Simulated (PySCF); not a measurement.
CH3AlBr2O, SMILES [Br][Al]([O]C)[Br]. Heavy atoms are numbered as in [Al:1]([Br:2])([Br:3])[O:4][CH3:5]. Hydrogens are named by the atom that carries them.

Coordinates come from a PBE0-D3(BJ)/def2-SVP optimisation. One conformer was computed; it need not be the lowest.

Calculation: PBE/pcSseg-1 in PySCF.

GIAO shieldings, no solvent; atoms alike by connectivity are averaged. δ = σ(ref) − σ: ¹⁷O against H2O (σ = 334.3 ppm); ¹³C against TMS (σ = 182.0 ppm); ¹H against TMS (σ = 31.49 ppm), references at their B3LYP-D3(BJ)/def2-TZVP geometries, non-relativistic (without spin–orbit terms, shifts of atoms bonded to Cl or Br come out too high).

| nucleus | atoms | count | δ (ppm) |
|---|---|---|---|
| ¹⁷O | O4 | 1 | 76.8 |
| ¹³C | C5 (CH3) | 1 | 58.7 |
| ¹H | H on C5 | 3 | 4.39 |
